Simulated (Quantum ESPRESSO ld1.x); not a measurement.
Values are calculated unless marked as measured or tabulated.
Species: the promethium ion Pm12+. Configuration: [Kr] 4d10 4f1 5s2 (the NIST ground configuration). Code: ld1.x of Quantum ESPRESSO 7.5. Model: Dirac Kohn-Sham, PBE, spin-unpolarised, spherical densities, point nucleus; open shells are shared between the two j in proportion to 2j + 1.

Unscreened Slater integrals over Kohn-Sham orbitals (eV). Large and small components are both included.

integral          value
F0(4f7/2,4f7/2)  33.918
F2(4f7/2,4f7/2)  17.124
F4(4f7/2,4f7/2)  10.968
F6(4f7/2,4f7/2)  7.9588
F0(4f7/2,4f5/2)  34.005
F2(4f7/2,4f5/2)  17.159
F4(4f7/2,4f5/2)  10.990
G2(4f7/2,4f5/2)  17.121
G4(4f7/2,4f5/2)  10.966
G6(4f7/2,4f5/2)  7.9569
F0(4f7/2,5s1/2)  23.805
G3(4f7/2,5s1/2)  3.7448
F0(4f7/2,4d5/2)  35.266
F2(4f7/2,4d5/2)  17.644
F4(4f7/2,4d5/2)  11.459
G1(4f7/2,4d5/2)  20.563
G3(4f7/2,4d5/2)  13.235
G5(4f7/2,4d5/2)  9.4527
F0(4f7/2,4d3/2)  35.475
F2(4f7/2,4d3/2)  17.742
G3(4f7/2,4d3/2)  13.311
G5(4f7/2,4d3/2)  9.5000
F0(4f5/2,4f5/2)  34.093
F2(4f5/2,4f5/2)  17.196
F4(4f5/2,4f5/2)  11.012
F0(4f5/2,5s1/2)  23.831
G3(4f5/2,5s1/2)  3.7116
F0(4f5/2,4d5/2)  35.362
F2(4f5/2,4d5/2)  17.680
F4(4f5/2,4d5/2)  11.479
G1(4f5/2,4d5/2)  20.561
G3(4f5/2,4d5/2)  13.236
G5(4f5/2,4d5/2)  9.4544
F0(4f5/2,4d3/2)  35.573
F2(4f5/2,4d3/2)  17.781
G1(4f5/2,4d3/2)  20.779
G3(4f5/2,4d3/2)  13.351
F0(5s1/2,5s1/2)  20.284
F0(5s1/2,4d5/2)  24.313
G2(5s1/2,4d5/2)  2.9117
F0(5s1/2,4d3/2)  24.370
G2(5s1/2,4d3/2)  2.8330
F0(4d5/2,4d5/2)  37.078
F2(4d5/2,4d5/2)  18.979
F4(4d5/2,4d5/2)  12.768
F0(4d5/2,4d3/2)  37.312
F2(4d5/2,4d3/2)  19.083
G2(4d5/2,4d3/2)  19.047
G4(4d5/2,4d3/2)  12.815
F0(4d3/2,4d3/2)  37.552
F2(4d3/2,4d3/2)  19.197
